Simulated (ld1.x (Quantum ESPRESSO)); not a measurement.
**Mo: one change to a PAW potential, before and after**

ld1.x (Quantum ESPRESSO) 7.5 input, shortened:

```
&input
   title='Mo', zed=42., rel=1, dft='BLYP', iswitch=3,
   config='[Kr] 4d5 5s1 5p0'
 /
 &inputp
   pseudotype=3, lpaw=.true., tm=.true., lloc=-1, rcloc=2.60,
   nlcc=.true., new_core_ps=.true., rcore=2.35,
   which_augfun='BESSEL', rmatch_augfun=2.45
 /
6
5S  1  0   1.00   0.00  2.95  3.30  0.0
5S  1  0   0.00   0.55  2.95  3.30  0.0
5P  2  1   0.00   0.00  3.80  4.30  0.0
5P  2  1   0.00   5.25  3.80  4.30  0.0
4D  3  2   5.00   0.00  2.20  2.55  0.0
4D  3  2   0.00   1.90  2.20  2.55  0.0
 &test
   configts(1)='4d5 5s1 5p0'
 /
```

Change: waves 5p (bound): rcut 3.80, rcutus 4.50 bohr; 5p channel at 5.25 Ry: rcut 3.80, rcutus 4.50 bohr.

Cutoffs: the cutoffs (Ry, on a coarse ladder) from which the occupation-weighted sum of valence levels, in a spherical-Bessel basis at the reference potential, stays within 10 and 1 mRy of its value at 400 Ry; they do not see the model core or the augmentation charge, which bear on the density cutoff. Errors are all-electron minus pseudo energies relative to the spin-unpolarised reference configuration.

Question: How do hardness, ghosts and transferability respond?

Answer: The potential gets neither clearly harder nor softer (15 Ry and 25 Ry → 15 Ry and 25 Ry); a bound ghost appears in p, which as a rule spoils a file; of the 7 tests that both files solve, the error grows in 1 and shrinks in 0 by more than 15 % and 0.3 meV (median size 6.1 → 7.2 meV).

| quantity | base | changed |
| --- | --- | --- |
| cutoff, loose | 15 Ry | 15 Ry |
| cutoff, tight | 25 Ry | 25 Ry |
| bound ghosts | none | p |
| error for 4d5 5s0 5p0, meV [ΔE 6.94 eV] | -3.2 | -3.2 |
| error for 4d4 5s0 5p0, meV [ΔE 22.34 eV] | -70 | -70 |
| error for 4d3 5s0 5p0, meV [ΔE 48.99 eV] | -457 | -457 |
| error for 4d5.5 5s0.5 5p0, meV [ΔE 0.32 eV] | -6.1 | -6.1 |
| error for 4d4 5s2 5p0, meV [ΔE 0.12 eV] | -25 | -25 |
| error for 4d5 5s0 5p1, meV [ΔE 3.16 eV] | +0.1 | -7.2 |
| error for 4d5 5s0.5 5p0, meV [ΔE 2.73 eV] | -1.0 | -1.0 |
| lowest overlap eigenvalue by channel | s 0.35, p 0.23, d 0.87 | s 0.35, p 0.00, d 0.87 |

 A true bound ghost makes a file unfit for plane-wave use even where its test errors are small: the radial tests pick states by their node count and pass the ghost by.
